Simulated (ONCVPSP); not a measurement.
# Before and after: ONCV potential for thulium (Tm)

thulium, optimised norm-conserving Vanderbilt (ONCV), made with ONCVPSP 4.0.1 (PBE, scalar-relativistic). Core [Kr] 4d10 4f12, reference 5s2 5p6 5d1 6s1.5 (charge +0.5). Waves: 5s+6s: rc 1.95 bohr, ncon 4, nbas 7, qcut 7.3 1/bohr, 2 projectors; 5p: rc 2.35 bohr, ncon 4, nbas 8, qcut 4.9 1/bohr, 2 projectors, debl 3.9 Ha; 5d: rc 2.25 bohr, ncon 4, nbas 7, qcut 4.6 1/bohr, 1 projector. Local part: polynomial inside 1.25 bohr (lpopt 5, dvloc0 6 Ha). Core correction: none.

All-electron outer shells of the reference configuration (PBE, scalar-relativistic, ld1.x):

```csv
shell,level (eV),outermost node (bohr),outermost maximum (bohr)
5s,-60.80,0.59,1.08
5p,-33.52,0.63,1.24
4f,-12.70,–,0.49
6s,-7.12,1.46,3.09
5d,-4.86,0.71,1.85
```

Change: p: rc 1.58.

Cutoffs: the cutoffs (Ha) at which the residual kinetic energy of the hardest occupied pseudo-wave falls to 1 and 0.1 mHa per electron; they do not see the model core or the augmentation charge, which bear on the density cutoff. Errors are all-electron minus pseudo energies relative to the spin-unpolarised reference configuration.

Task: Predict the effect on cutoff, ghosts and configuration errors.

Result: The potential gets harder (16 Ha and 20 Ha → 44 Ha and 81 Ha); of the 4 tests that both files solve, the error grows in 0 and shrinks in 1 by more than 15 % and 0.3 meV (median size 10.4 → 5.1 meV); neither file shows a bound ghost. A smaller radius makes the pseudo-wave follow the all-electron one further in, where it bends more sharply, so more plane waves are needed.

```csv
quantity,base,changed
"cutoff, loose",16 Ha,44 Ha
"cutoff, tight",20 Ha,81 Ha
loose cutoff by channel,"s 16 Ha, p 8.7 Ha, d 9.4 Ha","s 16 Ha, p 44 Ha, d 9.4 Ha"
bound ghosts,none,none
GHOST(+) flags under 300 eV,s at 216.7 eV,s at 216.7 eV
"error for 5s2 5p6 5d1 6s2, meV [ΔE -2.89 eV]",+1.6,+1.6
"error for 5s2 5p6 5d1 6s1, meV [ΔE 4.26 eV]",+0.5,+0.5
"error for 5s2 5p6 5d1 6s0, meV [ΔE 17.19 eV]",+22,+22
"error for 5s2 5p6 5d1 6s0 6p2, meV [ΔE 3.79 eV]",+19,+8.7
s: phases at 1.98 bohr within 0.05 rad from the reference energy up to (Ha; the scan ends near 5),to the end of the scan,to the end of the scan
d: phases at 2.28 bohr within 0.05 rad from the reference energy up to (Ha; the scan ends near 5),2.0,2.0
```
